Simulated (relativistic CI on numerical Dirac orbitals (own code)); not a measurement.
**One change at a time: Os⁺**

Base calculation: Dirac-Coulomb-Breit CI, orbitals from a KLI potential per configuration, a model potential for QED, valence Slater integrals scaled by 0.85, P86 correlation energy added to each configuration.

Configuration list (outside the closed core [Xe] 4f14): 5d6 6s, 5d5 6s2, 5d5 6s 6p, 5d6 6p, 5d7, 5d6 6d, 5d4 6s2 6p, 5d6 7s, 5d6 7p, 5d5 6s 7p, 5d6 8s, 5d6 5f, 5d5 6s 7s, 5d6 7d, 5d6 8p, 5d5 6s 8s, 5d6 9s, 5d6 6f, 5d5 6s 5f, 5d6 5g, 5d5 6s 6d, 5d6 8d, 5d6 9p, 5d5 6s 7d, 5d5 6s 8p, 5d5 6s 9s, 5d5 6s 6f, 5d5 6s 9p, 5d5 6p2, 5d4 6p3, 5d4 6s2 6d, 5d3 6s2 6p 6d. Double excitations out of closed p, d and f shells are left out; levels of such configurations are missing from the list, as are those of other unlisted configurations, and high levels can miss mixing partners.

Variants: (1) self-excluded LDA correlation estimate; (2) Slater integrals left unscaled; (3) only the first configuration; (4) one mean potential for all configurations. Shifts of the energy above 5d6 6s 6D_9/2, in cm⁻¹, for the lowest level and the first level of each name with at least 55 % of one term (blank where a level changes its place among those of its configuration and J or its character, or is not in the variant):

| Level | Base | Δ(1) | Δ(2) | Δ(3) | Δ(4) | Measured |
| --- | --- | --- | --- | --- | --- | --- |
| 5d6 6s 6D_9/2 | 0.0 | 0.0 | 0.0 | 0.0 | 0.0 | 0.0 |
| 5d6 6s 6D_7/2 | 3208.8 | +7.0 | -79.2 | -48.7 | -159.8 | 3593.2 |
| 5d6 6s 6D_5/2 | 3854.3 | +3.1 | +174.9 | +561.3 | +20.6 | 3928.9 |
| 5d6 6s 6D_3/2 | 5177.4 | -2.9 | +135.2 | +433.6 | -77.2 | 5592.1 |
| 5d6 6s 6D_1/2 | 6049.3 | +6.0 | +45.1 | +252.0 | -181.8 | 6636.6 |
| 5d7 4F_9/2 | 6249.0 | -247.2 | +1675.8 |  | +1805.8 |  |
| 5d7 4F_7/2 | 10107.8 | -214.9 | +1512.7 |  | +1312.3 |  |
| 5d5 6s2 6S_5/2 | 13488.9 | +252.1 | -5157.1 |  | +895.1 | 7891.9 |
| 5d6 6s 4D_5/2 | 17763.3 | +30.0 | +2078.1 |  |  |  |
| 5d6 6s 4H_13/2 | 18566.3 | +9.3 | +2666.3 | -17.5 | -82.4 |  |
| 5d6 6s 4D_1/2 | 18786.0 | +36.6 | +2311.8 | +4382.8 | -156.9 |  |
| 5d6 6s 2I_13/2 | 31580.7 | +18.3 | +4017.1 | +513.3 | -228.3 |  |
| 5d5 6s 6p 8P°_5/2 | 34126.8 | +591.4 | -4819.2 |  | +2880.2 | 37321.5 |
| 5d5 6s2 4G_7/2 | 34880.0 | +261.4 | +2407.3 |  | +588.6 |  |

For a near-neutral ion this model can misplace configurations by up to about 10,000 cm⁻¹ (more where the count of f electrons changes) and terms by 10 to 25 % of their spread. Rates follow the energies as ν³ (E1, M1) or ν⁵ (E2), so they and the lifetimes can be off by large factors. The fine structure of a lone outer electron comes out too small, for d and f at times inverted, and misplaced configurations move strength between like terms. 8 of the 19 excited levels that our extract of the measured tables holds in this range could be paired (the sources list more); they are missed by 1727 cm⁻¹ on average and 5597 at most, and levels without a partner can miss by more.

Measured levels: NIST Handbook of Basic Atomic Spectroscopic Data (Sansonetti and Martin, J. Phys. Chem. Ref. Data 34, 1559 (2005)).

Ionisation energy from the two ground configurations alone: base 16.69 eV; self-excluded LDA correlation estimate 16.87 eV; Slater integrals left unscaled 16.85 eV. The NIST ASD value (semi-empirical) is 17 eV.

LS names give the leading component of a level, which can be under half, so a name can repeat, a term be missing and a line seem to break the LS rules.
